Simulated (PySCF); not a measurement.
Choosing a molecule for a target property.

All species are isolated and taken at one optimised geometry, non-relativistic unless stated; the electronic structure was computed with PySCF and density fitting.

The conformers computed, where there is a choice (atom-mapped SMILES and torsion angles):
- `[NH2:1][Si:2]1([NH2:3])[CH2:4][CH2:5][C@H:6]1[NH:7][SiH3:8]`: C5–C6–N7–Si8 -158°, H–N1–Si2–N3 -41°, H–N1–Si2–N3 179°, H–N3–Si2–N1 -67°, H–N3–Si2–N1 67°
- `[CH2:1]=[C:2]1[CH:3]=[CH:4]/[C:5]1=[CH:6]/[CH2:7][C:8]#[N:9]`: C5–C6–C7–C8 114°
- `[CH2:1]=[CH:2][CH:3]=[C:4]=[CH:5]/[CH:6]=[CH:7]/[C:8]#[N:9]`: C1–C2–C3–C4 180°, C4–C5–C6–C7 180°

**Question.** Wanted: HOMO energy above -5.9 eV (PBE0/pcSseg-1) and dipole moment below 5 D (PBE0/pcSseg-1), at GFN2-xTB geometries. Which candidate meets both?
A. `c1ccc2[nH]ccc2c1`
B. `N[Si]1(N)CC[C@H]1N[SiH3]`
C. `C=CC=C=C/C=C/C#N`
D. `C=C1C=C/C1=C/CC#N`

**Answer.** B. Computed values:
```csv
species,HOMO energy,dipole moment
C=CC=C=C/C=C/C#N,-7.34 eV,5.20 D
C=C1C=C/C1=C/CC#N,-7.08 eV,4.38 D
c1ccc2[nH]ccc2c1,-6.00 eV,2.23 D
N[Si]1(N)CC[C@H]1N[SiH3],-5.86 eV,3.02 D
```
